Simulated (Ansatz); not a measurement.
One change: `C=C[Se][SiH2]C` becomes `B[Se][SiH2]C`.

Ansatz, PBE0-D4/def2-TZVP geometries, multiplicity 1. Each molecule was computed in one conformer, which needn't be the lowest.

Scalar relativity is left out up to krypton.

```tsv
property	`C=C[Se][SiH2]C`
HOMO energy (B3LYP/def2-TZVPP) / eV	-6.12
HOMO–LUMO gap (B3LYP/def2-TZVPP) / eV	5.82
LUMO energy (PBE/def2-TZVPP) / eV	-0.99
size of the dipole moment (ωB97M-V/def2-TZVPP) / D	0.96
LUMO energy (PBE0/def2-TZVPP) / eV	-0.09
HOMO energy (PBE/def2-TZVPP) / eV	-5.31
```

Task: What does the change do to each property? (An estimate is asked.)

Result: The calculation gave: 
| property | `B[Se][SiH2]C` | shift |
| --- | --- | --- |
| HOMO energy (B3LYP/def2-TZVPP) / eV | -7.39 | -1.27 |
| HOMO–LUMO gap (B3LYP/def2-TZVPP) / eV | 5.69 | -0.13 |
| LUMO energy (PBE/def2-TZVPP) / eV | -2.44 | -1.45 |
| size of the dipole moment (ωB97M-V/def2-TZVPP) / D | 1.63 | 0.67 |
| LUMO energy (PBE0/def2-TZVPP) / eV | -1.53 | -1.44 |
| HOMO energy (PBE/def2-TZVPP) / eV | -6.61 | -1.30 |

With PBE0 the HOMO falls by 1.29 eV and the LUMO falls by 1.44 eV, so the gap narrows by about 0.15 eV. PBE moves the HOMO by -1.30 eV and ωB97M-V by -1.31 eV. Dipoles are sizes alone; their direction can turn.

B3LYP here is the variant with VWN-RPA as its local correlation; programs differ in this.

Spin–orbit coupling is left out; it splits and shifts lone-pair levels of the heavy atoms by tenths of an eV.
